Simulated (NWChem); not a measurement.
System meant: C$_{3}$H$_{7}$NSi; SMILES C#C[Si@H](N)C

The following NWChem deck was run.

```
start job
memory heap 200 mb stack 900 mb global 1100 mb
geometry units angstroms noautoz
  C      0.127015    -2.604207    -0.200516
  C      0.046383    -1.398738     0.025202
  Si    -0.047006     0.410639     0.383699
  C      1.439489     1.310805    -0.334407
  N     -1.497633     0.997721    -0.397552
  H      0.199135    -3.664760    -0.403351
  H     -0.009499     0.541199     1.891361
  H      2.379106     0.924105     0.108638
  H      1.481002     1.172448    -1.432880
  H      1.384940     2.398052    -0.118973
  H     -1.689435     2.001906    -0.329356
  H     -2.361721     0.475613    -0.224423
end
basis spherical
  * library def2-svp
end
dft
  xc b3lyp
  iterations 4
  mulliken
end
task dft energy
```

End of the output:

```
    Atom       Charge   Shell Charges
 -----------   ------   -------------------------------------------------------
    1 C    6     6.04   1.97  0.64  0.36  1.79  1.24  0.05
    2 C    6     6.21   1.97  0.68  0.38  1.84  1.30  0.05
    3 Si  14    13.43   2.00  1.93  0.61  0.29  5.82  1.28  0.99  0.51
    4 C    6     6.25   1.96  0.60  0.34  1.90  1.41  0.04
    5 N    7     7.24   1.97  0.72  0.45  2.24  1.83  0.02
    6 H    1     0.96   0.60  0.28  0.07
    7 H    1     1.13   0.66  0.44  0.02
    8 H    1     0.96   0.62  0.27  0.07
    9 H    1     0.96   0.62  0.27  0.07
   10 H    1     0.97   0.63  0.27  0.07
   11 H    1     0.93   0.59  0.22  0.12
   12 H    1     0.93   0.59  0.22  0.12

 center of mass
 --------------
 x =  -0.03216502 y =  -0.08306565 z =   0.00766346

 moments of inertia (a.u.)
 ------------------
         658.340902220633          -0.000000000000           0.000000000000
          -0.000000000000         317.988644958509          -0.000000000000
           0.000000000000          -0.000000000000         875.251231339671

     Multipole analysis of the density
     ---------------------------------

     L   x y z        total         alpha         beta         nuclear
     -   - - -        -----         -----         ----         -------
     0   0 0 0     -0.000000    -23.000000    -23.000000     46.000000

     1   1 0 0     -0.258139     -0.129069     -0.129069      0.000000
     1   0 1 0      0.225855      0.112928      0.112928     -0.000000
     1   0 0 1      0.027181      0.013590      0.013590     -0.000000

     2   2 0 0    -26.497179    -96.331049    -96.331049    166.164918
     2   1 1 0     -1.102888     -2.508858     -2.508858      3.914828
     2   1 0 1     -0.721936      0.655094      0.655094     -2.032124
     2   0 2 0    -22.704897   -186.299421   -186.299421    349.893944
     2   0 1 1      1.040317      0.489350      0.489350      0.061617
     2   0 0 2    -31.391310    -33.634805    -33.634805     35.878301

 ------------------------------------------------------------------------
 dft energy failed                                                                                  0
 ------------------------------------------------------------------------
 ------------------------------------------------------------------------
  current input line :
    25: task dft energy
 ------------------------------------------------------------------------
 ------------------------------------------------------------------------
 This type of error is most commonly associated with calculations not reaching convergence criteria
 ------------------------------------------------------------------------
 For more information see the NWChem manual at https://nwchemgit.github.io

0:dft energy failed:Received an Error in Communication
```

Q: What is wrong, and how is it mended?

A: Convergence was not reached. Cause: the SCF was allowed too few iterations. This input runs:
```
start job
memory heap 200 mb stack 900 mb global 1100 mb
geometry units angstroms noautoz
  C      0.127015    -2.604207    -0.200516
  C      0.046383    -1.398738     0.025202
  Si    -0.047006     0.410639     0.383699
  C      1.439489     1.310805    -0.334407
  N     -1.497633     0.997721    -0.397552
  H      0.199135    -3.664760    -0.403351
  H     -0.009499     0.541199     1.891361
  H      2.379106     0.924105     0.108638
  H      1.481002     1.172448    -1.432880
  H      1.384940     2.398052    -0.118973
  H     -1.689435     2.001906    -0.329356
  H     -2.361721     0.475613    -0.224423
end
basis spherical
  * library def2-svp
end
dft
  xc b3lyp
  iterations 150
  mulliken
end
task dft energy
```
It converges to -462.55310 Ha (B3LYP/def2-SVP).
